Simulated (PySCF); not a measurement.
Cl2Ni (SMILES [Cl][Ni][Cl]), triplet, geometry from GFN2-xTB (such geometries of metal compounds can be far from the true shape); M06L/def2-SV(P) in PySCF.

The PySCF input:
```python
from pyscf import gto, scf, dft

mol = gto.M(
    atom='''
Ni    0.000000    0.000000    0.000000
Cl    0.000000    0.000000    1.934826
Cl   -0.000000   -0.000000   -1.934826
''',
    basis='def2-sv(p)',
    charge=0,
    spin=2,
    verbose=4,
)

mf = dft.UKS(mol)
mf.xc = 'm06l'
mf.kernel()
```

The log (banner, timings and long lists left out):

```
PySCF version 2.14.0

[INPUT] verbose = 4
[INPUT] num. atoms = 3
[INPUT] num. electrons = 62
[INPUT] charge = 0
[INPUT] spin (= nelec alpha-beta = 2S) = 2
[INPUT] symmetry False subgroup None
[INPUT] Mole.unit = angstrom
[INPUT] Symbol           X                Y                Z      unit          X                Y                Z       unit  Magmom
[INPUT]  1 Ni     0.000000000000   0.000000000000   0.000000000000 AA    0.000000000000   0.000000000000   0.000000000000 Bohr   0.0
[INPUT]  2 Cl     0.000000000000   0.000000000000   1.934826000000 AA    0.000000000000   0.000000000000   3.656291238688 Bohr   0.0
[INPUT]  3 Cl     0.000000000000   0.000000000000  -1.934826000000 AA    0.000000000000   0.000000000000  -3.656291238688 Bohr   0.0

nuclear repulsion = 299.894053405205
number of shells = 26
number of NR pGTOs = 138
number of NR cGTOs = 60
basis = def2-sv(p)
ecp = {}

******** <class 'pyscf.dft.uks.UKS'> ********
method = UKS
initial guess = minao
damping factor = 0
level_shift factor = 0
DIIS = <class 'pyscf.scf.diis.CDIIS'>
diis_start_cycle = 1
diis_space = 8
diis_damp = 0
SCF conv_tol = 1e-09
SCF conv_tol_grad = None
SCF max_cycles = 50
direct_scf = True
direct_scf_tol = 1e-13
number electrons alpha = 32  beta = 30
XC library pyscf.dft.libxc version 7.1.2
    S. Lehtola, C. Steigemann, M. J. T. Oliveira, and M. A. L. Marques,  SoftwareX 7, 1–5 (2018)
XC functionals = m06l
    Y. Zhao and D. G. Truhlar,  J. Chem. Phys. 125, 194101 (2006)
    Y. Zhao and D. G. Truhlar,  J. Chem. Phys. 125, 194101 (2006)
    Y. Zhao and D. G. Truhlar,  Theor. Chem. Acc. 120, 215 (2008)
radial grids:
    Treutler-Ahlrichs [JCP 102, 346 (1995); DOI:10.1063/1.469408] (M4) radial grids

becke partition: Becke, JCP 88, 2547 (1988); DOI:10.1063/1.454033
pruning grids: <function nwchem_prune>
grids dens level: 3
symmetrized grids: False
atomic radii adjust function: <function treutler_atomic_radii_adjust>
small_rho_cutoff = 0
Set gradient conv threshold to 3.16228e-05
tot grids = 58400
init E= -2427.64307281289

cycle= 1 E= -2410.3812039401  delta_E= 17.3  |g|=  3.7  |ddm|= 9.67

cycle= 2 E= -2397.18262560435  delta_E= 13.2  |g|= 4.88  |ddm|=  9.4
cycle= 3 E= -2423.87755175694  delta_E= -26.7  |g|= 2.96  |ddm|= 7.41
cycle= 4 E= -2426.32198326631  delta_E= -2.44  |g|= 2.15  |ddm|= 1.63
cycle= 5 E= -2425.78533974846  delta_E= 0.537  |g|= 2.45  |ddm|= 0.68
cycle= 6 E= -2425.75337840514  delta_E= 0.032  |g|= 2.47  |ddm|= 0.0501
cycle= 7 E= -2425.82334801882  delta_E= -0.07  |g|= 2.43  |ddm|= 0.131
cycle= 8 E= -2425.8113741284  delta_E= 0.012  |g|= 2.44  |ddm|= 0.103
cycle= 9 E= -2425.58340580706  delta_E= 0.228  |g|= 2.47  |ddm|= 0.793

cycle= 10 E= -2409.73065698913  delta_E= 15.9  |g|=    4  |ddm|= 9.34
cycle= 11 E= -2425.72943562569  delta_E=  -16  |g|= 2.39  |ddm|= 9.35
cycle= 12 E= -2426.02294241094  delta_E= -0.294  |g|= 2.23  |ddm|= 1.47
cycle= 13 E= -2426.52979812745  delta_E= -0.507  |g|=    2  |ddm|= 1.45
cycle= 14 E= -2426.22600842792  delta_E= 0.304  |g|= 2.11  |ddm|= 0.392
cycle= 15 E= -2426.54207901672  delta_E= -0.316  |g|= 1.94  |ddm|= 0.303
cycle= 16 E= -2426.72653766114  delta_E= -0.184  |g|= 1.85  |ddm|= 0.179
cycle= 17 E= -2426.62095688695  delta_E= 0.106  |g|= 1.89  |ddm|= 0.15
cycle= 18 E= -2426.26711735348  delta_E= 0.354  |g|= 2.03  |ddm|= 0.396
cycle= 19 E= -2422.54893458418  delta_E= 3.72  |g|= 3.83  |ddm|= 4.33
cycle= 20 E= -2427.91729435697  delta_E= -5.37  |g|= 0.827  |ddm|= 4.13
cycle= 21 E= -2427.92753970999  delta_E= -0.0102  |g|= 0.698  |ddm|= 1.62
cycle= 22 E= -2428.18125055206  delta_E= -0.254  |g|= 0.43  |ddm|= 0.939
cycle= 23 E= -2428.24851822958  delta_E= -0.0673  |g|= 0.0987  |ddm|= 0.263
cycle= 24 E= -2428.25130659732  delta_E= -0.00279  |g|= 0.0391  |ddm|= 0.0504
cycle= 25 E= -2428.25193935242  delta_E= -0.000633  |g|= 0.00481  |ddm|= 0.0324
cycle= 26 E= -2428.25194161765  delta_E= -2.27e-06  |g|= 0.004  |ddm|= 0.00503
cycle= 27 E= -2428.25194790711  delta_E= -6.29e-06  |g|= 0.000189  |ddm|= 0.003
cycle= 28 E= -2428.25194792478  delta_E= -1.77e-08  |g|= 0.000104  |ddm|= 0.000328
cycle= 29 E= -2428.25194792925  delta_E= -4.47e-09  |g|= 1.69e-05  |ddm|= 7.77e-05
cycle= 30 E= -2428.25194792935  delta_E= -1e-10  |g|= 8.14e-06  |ddm|= 2.95e-05
Extra cycle  E= -2428.25194792915  delta_E= 1.94e-10  |g|= 1.74e-05  |ddm|= 4.07e-05
converged SCF energy = -2428.25194792915  <S^2> = 2.0052382  2S+1 = 3.0034901
```
